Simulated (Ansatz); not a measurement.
Start from `C=CN[SiH2][AlH2]` and change one atom or group to get `BNC=C`.

Ansatz, PBE0-D4/def2-TZVP geometries, multiplicity 1. Each molecule was computed in one conformer, which needn't be the lowest.

| property | `C=CN[SiH2][AlH2]` |
| --- | --- |
| LUMO energy (PBE/def2-TZVPP) / eV | -2.34 |
| size of the dipole moment (PBE/def2-TZVPP) / D | 3.97 |
| size of the dipole moment (B3LYP/def2-TZVPP) / D | 4.01 |
| HOMO–LUMO gap (ωB97M-V/def2-TZVPP) / eV | 9.42 |
| LUMO energy (ωB97M-V/def2-TZVPP) / eV | 0.56 |
| HOMO energy (PBE0/def2-TZVPP) / eV | -6.85 |

(1) Give the same properties after the change, and the shifts. (An estimate is asked.)

## Answers

(1) The calculation gave: 
| property | `BNC=C` | shift |
| --- | --- | --- |
| LUMO energy (PBE/def2-TZVPP) / eV | -1.51 | 0.83 |
| size of the dipole moment (PBE/def2-TZVPP) / D | 1.32 | -2.65 |
| size of the dipole moment (B3LYP/def2-TZVPP) / D | 1.16 | -2.85 |
| HOMO–LUMO gap (ωB97M-V/def2-TZVPP) / eV | 10.41 | 0.99 |
| LUMO energy (ωB97M-V/def2-TZVPP) / eV | 1.34 | 0.78 |
| HOMO energy (PBE0/def2-TZVPP) / eV | -6.89 | -0.04 |

Dipoles are sizes alone; their direction can turn.

B3LYP here is the variant with VWN-RPA as its local correlation; programs differ in this.
